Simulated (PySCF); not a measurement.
Compound: C₃H₉BO₃Si.
SMILES: `[SiH3]O[C@@H]1CCOBO1`

A linear-response calculation (PySCF, def2-SVPD basis, gas phase, vertical, core orbitals frozen in the response) gave these numbers; the functional is withheld.

Orbital energies (eV): HOMO-3 -10.88, HOMO-2 -10.56, HOMO-1 -10.40, HOMO -9.48, LUMO 0.90, LUMO+1 1.25, LUMO+2 1.41.

| state | E (eV) | f | main configurations (H = HOMO, L = LUMO) |
| --- | --- | --- | --- |
| S1 | 7.38 | 0.0026 | H→L+2 (34%), H→L (32%), H→L+1 (22%) |
| S2 | 7.76 | 0.016 | H→L+2 (42%), H→L (35%) |
| S3 | 7.96 | 0.015 | H→L+1 (64%), H→L (14%), H→L+2 (8%) |
| S4 | 8.21 | 0.040 | H-1→L (52%), H-1→L+1 (12%), H-1→L+2 (10%) |
| S5 | 8.28 | 0.0077 | H-2→L+2 (52%), H-2→L+1 (22%), H-2→L (10%) |
| S6 | 8.44 | 0.046 | H→L+3 (65%) |

Triplets, Tamm–Dancoff:

```csv
state,E (eV),λ (nm),"main configurations (H = HOMO, L = LUMO)"
T1,7.08,175.0,"H→L+2 (29%), H→L+1 (28%), H→L (21%)"
T2,7.23,171.4,"H→L+2 (31%), H-1→L+1 (17%)"
T3,7.64,162.3,"H→L (49%), H→L+1 (9%)"
T4,7.77,159.5,"H→L+1 (34%), H→L+2 (12%), H-1→L+1 (11%)"
```

Vertical ionisation energy by ΔSCF with the same functional: 10.21 eV. Mean static polarisability: 83.0 au.

Question: Which of these was used?
A. HF
B. PBE
C. B3LYP
D. CAM-B3LYP

Answer: D. CAM-B3LYP is range-separated, 19% exact exchange at short range and 65% at long range (ω = 0.33 bohr⁻¹). In this run −ε(HOMO) = 9.48 eV differs from the ΔSCF value by -0.73 eV, and S1 differs from the orbital gap of 10.38 eV by -3.00 eV. The ratio −ε(HOMO)/IP is 0.93. Usual ranges for neutral molecules in this basis: 0.85 to 0.93 with CAM-B3LYP, 0.5 to 0.7 with PBE, 0.67 to 0.83 with B3LYP; with Hartree–Fock the ratio is 1 or more (Koopmans' value less the relaxation energy is the ΔSCF value).

Computed with PySCF, TDDFT CAM-B3LYP/def2-SVPD, vertical, gas phase, core orbitals frozen in the response. One conformer (not necessarily the lowest) at the PBE0-D3(BJ)/def2-SVP geometry, without solvent, vibrations or thermal averaging.

Without π bonds the low states are Rydberg-like; a valence basis with one diffuse set may place them up to an eV too high.
